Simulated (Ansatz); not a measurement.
```yaml
crystal:
  periodic: [false, false, false]
  atoms:
    - {symbol: Si, position_ang: [-2.580919, 0.378662, -0.713660]}
    - {symbol: Si, position_ang: [-0.960938, -1.495547, -0.317812]}
    - {symbol: Xx, position_ang: [0.766013, -1.008699, -1.273396]}
    - {symbol: Si, position_ang: [1.892943, 0.690541, -0.311303]}
    - {symbol: Si, position_ang: [1.397940, 0.834980, 1.730869]}
    - {symbol: H, position_ang: [-1.818343, 1.496536, 0.007650]}
    - {symbol: H, position_ang: [-3.862145, 0.767974, -0.196097]}
    - {symbol: H, position_ang: [-2.639441, 0.604856, -2.164332]}
    - {symbol: H, position_ang: [-2.162130, -2.748068, -0.782219]}
    - {symbol: H, position_ang: [-1.159348, -1.541135, 1.205962]}
    - {symbol: H, position_ang: [0.755456, -1.017484, -2.561015]}
    - {symbol: H, position_ang: [1.757839, -2.433585, -0.493854]}
    - {symbol: H, position_ang: [1.068228, 1.985501, -1.058601]}
    - {symbol: H, position_ang: [2.905764, 1.033203, -0.803500]}
    - {symbol: H, position_ang: [-0.083128, 0.667772, 2.386310]}
    - {symbol: H, position_ang: [1.918626, 2.274628, 2.923621]}
    - {symbol: H, position_ang: [2.504690, -0.533227, 2.795126]}
basis:
  gaussian: {orbitals: def2-TZVPP}
magnetization: {spin_polarized: true, initial_magnetization: 2}
hamiltonian: {xc: {name: HF}, pseudopotentials: {relativity: scalar}}
correlation: {method: rpa, electrons: outside_noble_gas}
```

```sh
$ ansatz run in.yaml --threads 4 --pin off --events-out ev --progress --plain --max-ram 11315MiB
```

Output, abridged:

```
Error: YAML parse error: error: line 6 column 16: `Xx` is not an element symbol (H … Og, case-exact)
 --> <input>:6:16
4 |     - {symbol: Si, position_ang: [-2.580919, 0.378662, -0.713660]}
5 |     - {symbol: Si, position_ang: [-0.960938, -1.495547, -0.317812]}
6 |     - {symbol: Xx, position_ang: [0.766013, -1.008699, -1.273396]}
7 |     - {symbol: Si, position_ang: [1.892943, 0.690541, -0.311303]}
8 |     - {symbol: Si, position_ang: [1.397940, 0.834980, 1.730869]}
```

Q: Something in this input is off. What?

A: An element symbol is wrong. The input was rejected before any iteration.
